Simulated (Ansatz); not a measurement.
Program: Ansatz. Geometries: PBE0-D4/def2-TZVP. ΔE: electronic, gas phase. CBS: MP2 limit from def2 TZ/QZ plus the TZ coupled-cluster correction, frozen cores. DFT in def2-TZVPP. B3LYP here is the variant with VWN-RPA as its local correlation; programs differ in this. def2 core potentials past Kr. For In, Se outer-core shells are correlated without core-valence functions, which leaves a few kJ/mol of doubt a bond. Scalar relativity is left out up to krypton. One conformer a species, not always the lowest.

`OP[SiH2][SeH]` + `[InH3]` → `O[PH][InH2]` + `[SiH3][SeH]`  (formal exchange of groups at a P–Si bond)

CCSD(T)/CBS gives -26.9 kJ/mol.

(1) Another level gave -26.1 kJ/mol. Which?
A. B97M-V/def2-TZVPP
B. LC-ωPBE/def2-TZVPP
C. CAM-B3LYP/def2-TZVPP
D. B3LYP/def2-TZVPP

Largest T1 diagnostic among the species: 0.015.

## Answers

(1) C. CAM-B3LYP -26.1, B3LYP -30.4, LC-ωPBE -20.1, B97M-V -13.1 kJ/mol.

Leaving LDA and LC-ωPBE aside and taking each functional with its dispersion term where it has one, the values, not all of them listed here, spread over 15.7 kJ/mol, from B2PLYP to B97M-V. LDA lies +5.4 kJ/mol from PBE without D4. The D4 term adds +6.8 kJ/mol with B3LYP and +3.8 kJ/mol with PBE0; it sums over pairs of atoms, weighted by their polarisabilities, and B3LYP, whose exchange is more repulsive, gets the larger term.
